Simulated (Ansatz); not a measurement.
Harmonic frequencies (cm⁻¹) at PBE0-D4/def2-TZVP from Ansatz: 44, 75, 108, 123, 202, 274, 302, 547, 612, 638, 864, 1058, 1087, 1217, 1373, 1431, 1663, 3036, 3076, 3530, 3608.

Each molecule was computed in one conformer, which needn't be the lowest.

(1) Which molecule is it?
A. `N=C(F)[SiH](F)[SiH3]`
B. `Cl[CH2][ZnH]`
C. `N[CH2][Al]([Cl])[I]`
D. `[GeH3][CH]1[CH2][GaH]1`

## Answers

(1) C.
